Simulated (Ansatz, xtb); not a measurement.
# C2H3F3Si: which of two isomers lies lower

We compare I, `C=C(F)[SiH](F)F`, a singlet, with II, `F[C@@H]1C[Si]1(F)F`, a singlet. Both are isolated molecules in the gas phase, relaxed with PBE0-D4/def2-SVP; the shapes shown needn't be the lowest conformers.

I (Å):

```
atom    x (Å)    y (Å)    z (Å)
   C  -2.0096   0.9011   1.3573
   C  -1.3416   1.2497   0.2593
   F  -0.6101   0.3495  -0.4182
   F  -2.0547   2.9965  -1.8847
   F  -2.1779   3.8921   0.5555
  Si  -1.3159   2.9739  -0.4529
   H  -1.9877  -0.1250   1.7352
   H  -2.5933   1.6528   1.8912
   H   0.0342   3.5471  -0.6273
```

II (Å):

```yaml
atoms:
  - { symbol: C, position_ang: [-0.0672, 2.1575, 0.9309] }
  - { symbol: C, position_ang: [0.2694, 3.3391, -0.0597] }
  - { symbol: F, position_ang: [-0.3135, 2.4982, 2.2206] }
  - { symbol: F, position_ang: [-2.6454, 3.0208, -0.4059] }
  - { symbol: F, position_ang: [-1.2324, 1.2710, -1.6899] }
  - { symbol: Si, position_ang: [-1.1894, 2.3513, -0.5013] }
  - { symbol: H, position_ang: [0.6690, 1.3408, 0.8694] }
  - { symbol: H, position_ang: [-0.0339, 4.3054, 0.3718] }
  - { symbol: H, position_ang: [1.2734, 3.3832, -0.4970] }
```

Task: Estimate E(II) − E(I) at the level CCSD(T)/def2-SVP + ΔMP2/def2-TZVPP.

Result: Calculated at CCSD(T)/def2-SVP + ΔMP2/def2-TZVPP: E(II) − E(I) = +96.7 kJ/mol, so structure I lies lower.

The same difference at several levels:

```json
{"level": "PBE0-D4/def2-SVP", "geometry": "PBE0-D4/def2-SVP", "E(II) − E(I) (kJ/mol)": "+79.9", "departure from the last row (kJ/mol)": "−16.8", "job, with rough time for the two": "optimisation, 30 s"}
{"level": "HF/def2-SVP", "geometry": "PBE0-D4/def2-SVP", "E(II) − E(I) (kJ/mol)": "+122.3", "departure from the last row (kJ/mol)": "+25.6", "job, with rough time for the two": "part of the CCSD(T) run"}
{"level": "MP2/def2-SVP", "geometry": "PBE0-D4/def2-SVP", "E(II) − E(I) (kJ/mol)": "+97.0", "departure from the last row (kJ/mol)": "+0.3", "job, with rough time for the two": "part of the CCSD(T) run"}
{"level": "CCSD(T)/def2-SVP", "geometry": "PBE0-D4/def2-SVP", "E(II) − E(I) (kJ/mol)": "+105.5", "departure from the last row (kJ/mol)": "+8.8", "job, with rough time for the two": "single point"}
{"level": "CCSD(T)/def2-SVP + ΔMP2/def2-TZVPP", "geometry": "PBE0-D4/def2-SVP", "E(II) − E(I) (kJ/mol)": "+96.7", "departure from the last row (kJ/mol)": "", "job, with rough time for the two": "single point, 34 s"}
```

As drawn, II has 1 C–C, 1 C–Si, 1 C–H in place of 1 C=C, 1 Si–H. Structure I has no ring, II a 3-membered ring.

The levels shown agree on the order. The largest departure from CCSD(T)/def2-SVP + ΔMP2/def2-TZVPP is that of HF/def2-SVP, 25.6 kJ/mol. Levels run at GFN2-xTB geometries aren't shown. The last row adds to CCSD(T) the change of the MP2 difference between the two basis sets, here −8.8 kJ/mol.

With harmonic frequencies from PBE0-D4/def2-SVP (ideal gas, rigid rotor, one conformer each, 298.15 K, 1 atm): on the last row, ΔE + ΔZPE = +102.0, ΔH = +101.1, ΔG = +104.2 kJ/mol.

The correlated steps freeze 10 core orbitals. Run with Ansatz 0.2.0; the last row on 2 threads of Arm Neoverse V2 on a shared host.
